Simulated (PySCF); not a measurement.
**How the method changes the constants of SI⁺**

State: ³Σ⁻ (triplet), unpaired electrons π ↑↑. Set-up: PySCF, scalar-relativistic core potentials, basis sets S cc-pV(D+d)Z, I cc-pVDZ-PP with ECP28. De refers to S⁺ + I in their high-spin ground configurations, without counterpoise correction. The functionals are run spin-unrestricted. A positive dipole points towards I; it is taken about the centre of mass and depends on that origin.

```csv
Level,Re (Å),ωe (cm⁻¹),De (eV),μ (D)
UHF,2.253,418,1.21,-2.79
UHF-MP2,2.218,536,2.66,n/a
UHF-SCS-MP2,2.227,512,2.51,n/a
UHF-CCSD,2.265,442,2.55,n/a
UHF-CCSD(T),2.273,436,2.76,n/a
LDA,2.242,465,4.93,-1.28
PBE,2.263,448,4.26,-1.30
BLYP,2.294,423,4.15,-1.41
r²SCAN,2.247,463,3.87,-1.38
PBE0,2.232,479,3.72,-1.44
M06,2.236,474,3.90,-0.91
HSE06,2.236,474,3.75,-1.44
```

The bond length runs from 2.218 Å (UHF-MP2) to 2.294 Å (BLYP). De spans 1.21 eV (UHF, mean field) to 4.93 eV (LDA, local density). Correlation at CCSD(T) changes the Hartree–Fock bond energy by +1.55 eV; the triples alone change it by +0.21 eV.

Correlated steps freeze 9 core orbitals. Correlated levels converge slowly with the basis: in double zeta they bind strong bonds too weakly, by up to about 1 eV, and carry superposition errors of some tenths. Spin–orbit coupling is left out, which matters for elements this heavy, above all for dissociation energies. For an ion De counts to the pair picked by the measured ionisation energies or electron affinities, which need not be the lowest pair at this level. The state is the lowest determinant that a PBE0 search found; another state may lie lower at other levels.

The whole job (state search and all levels along the bond) took about 2.7 min on 1 thread of Arm Neoverse V2 (shared host), peak memory 0.53 GiB.
